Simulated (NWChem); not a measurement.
iodine monochloride (ICl); SMILES ClI

All runs: NWChem. All runs use the structure optimised with PBE-D3(BJ)/def2-SVP. def2 effective core potentials on I; no spin-orbit coupling. Vertical excitations in the gas phase; the lowest state need not have the same character in each row.

Task: Among these, which level gives the highest value of “lowest excitation, singlet (eV)”?
A) LDA (Slater exchange, VWN5)/def2-SVPD, TDA
B) PBE/def2-SVPD, TDA
C) B3LYP/def2-SVPD, TDA
D) Hartree-Fock/def2-SVPD, CIS

Result: D, Hartree-Fock/def2-SVPD, CIS. Values: LDA (Slater exchange, VWN5)/def2-SVPD, TDA 2.25; PBE/def2-SVPD, TDA 2.29; B3LYP/def2-SVPD, TDA 2.38; Hartree-Fock/def2-SVPD, CIS 2.91
